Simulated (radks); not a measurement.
Results of a calculation; reference values are marked as such.
Excited configurations of Gd IV: one electron is placed in a higher orbital outside [Xe] 4f6. The ground configuration is [Xe] 4f7. Level of theory: scalar-relativistic Kohn-Sham, SCAN, spin-polarised, spherical densities, finite nucleus; open shells are filled with parallel spins first (spin-orbit coupling, left out, can overturn this in heavy ions); meta-GGA in the generalised Kohn-Sham scheme; Fermi nuclear charge, rms radius 5.1569 fm (a radial shooting solver on a logarithmic mesh with Libxc functionals). Excitation = E - E(ground); binding = E(ion) - E, where the ion is the core of charge +4; n* = 4/sqrt(2 binding) in atomic units, and the quantum defect is n - n*.

outer orbital  excitation (eV)  binding (eV)     n*  quantum defect  <r> (bohr)
5f                      31.776        14.070  3.933           1.067       4.173
6d                      30.274        15.572  3.739           2.261       4.684
7p                      32.889        12.956  4.099           2.901       6.223
7d                      36.194         9.652  4.749           2.251       7.904
7f                      39.423         6.423  5.822           1.178       11.35

The Delta-SCF ionisation energy is 45.846 eV (NIST Atomic Spectra Database: 44.4 eV, semi-empirical). Self-interaction in the functional shifts the binding energies and quantum defects, so they are the method's values and not measured ones. Open shells are spherical and high-spin; term and fine-structure splittings are not resolved. Spin-orbit splitting is averaged out at the scalar-relativistic level.
